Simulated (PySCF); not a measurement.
C₆ coefficients of unlike pairs at PW91

Calculated with PySCF 2.14 from the dipole response of each species, C₆(A,B) = (3/π) ∫ α_A(iu) α_B(iu) du, in atomic units, from isotropic polarisabilities. For ions this is the dispersion term alone; charge-induced terms of lower order in 1/R come first.

| species | configuration | basis | relativity | α (bohr³) | C₆ (like pair) |
| --- | --- | --- | --- | --- | --- |
| Ar | [Ar] (1S) | def2-QZVPPD (10s7p5d2f1g) | none | 11.84 | 69.41 |
| Co+ | [Ar] 3d8 (3F) | aug-cc-pwCVTZ-DK with one added diffuse shell each of s, p, d, f, g type (11s10p8d5f4g) | spin-free X2C | 10.67 | 38.45 |
| Mg | [Ne] 3s2 (1S) | aug-cc-pVTZ-DK (6s5p3d2f) | spin-free X2C | 73.42 | 651.1 |
| Kr | [Kr] (1S) | def2-TZVPPD (7s6p5d1f) | none | 17.90 | 138.9 |

Problem. Estimate C₆ for Co+ with Ar.

Solution. The integral gives 51.10. The combination rule 2 C_A C_B / (C_A α_B/α_A + C_B α_A/α_B) gives 50.73 and the geometric mean 51.66.

No spin-orbit coupling is included.

The other pairs:

```csv
pair,C₆
"Mg, Co+",134.3
"Kr, Ar",97.98
"Kr, Co+",72.35
"Kr, Mg",248.6
"Mg, Ar",169.2
```
